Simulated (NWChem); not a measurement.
# ZnH cation; SMILES [ZnH+]

```xyz
2

Zn     0.0000     0.0000     0.0628
H      0.0000     0.0000    -1.4713
```
Atoms are numbered in this order, from 1.

Computed with NWChem. Geometry: optimised at PBE0/def2-SVP. GIAO values for the isolated, static molecule; σ is the absolute isotropic shielding, δ = σ(reference) − σ with the isolated reference molecule computed at the same levels (1H: tetramethylsilane).

For level PBE/x2c-SVPall-s, scalar ZORA without spin-orbit coupling:

```
Quantity    Result
----------  ------
δ H2 (ppm)    8.92
```

Q: What are these values for level PBE0/x2c-TZVPall-s, scalar ZORA without spin-orbit coupling?

A: The δ H2 (ppm) is 8.53.
